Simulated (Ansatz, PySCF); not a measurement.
1,1-difluoroethane (C2H4F2), SMILES CC(F)F.

Geometry optimised at PBE0-D3(BJ)/def2-SVP.

Vertical ionisation energy (IE) and electron affinity (EA) in eV. Rows of orbital energies are one-electron estimates. Where ΔSCF, EOM or ADC give a negative EA the extra electron is unbound and the value depends on the basis.

```csv
level,IE,EA
"−ε(HOMO), −ε(LUMO), B3LYP/def2-TZVPD (PySCF)",9.44,-0.09
"−ε(HOMO), −ε(LUMO), PBE/def2-TZVPD (PySCF)",___,___
"ΔSCF, PBE0/def2-SVPD (Ansatz), final states of multiplicity 2 and 2",12.36,-1.91
"ΔSCF, PBE/def2-SVPD (Ansatz), final states of multiplicity 2 and 2",11.81,-1.77
```

Q: What belongs in the gaps? (The exact figures need the calculation; the answer reports its results.)

A: 
- −ε(HOMO), −ε(LUMO), PBE/def2-TZVPD (PySCF), IE: 7.91
- −ε(HOMO), −ε(LUMO), PBE/def2-TZVPD (PySCF), EA: 0.21

Q: What vertical singlet–triplet gap does ΔSCF give with PBE0/def2-SVPD (Ansatz, a program for electronic structure) and with PBE/def2-SVPD (Ansatz)? (Estimate from the structure and the level; the computed values follow.)

A: 9.09 and 8.42 eV (triplet above singlet where positive).
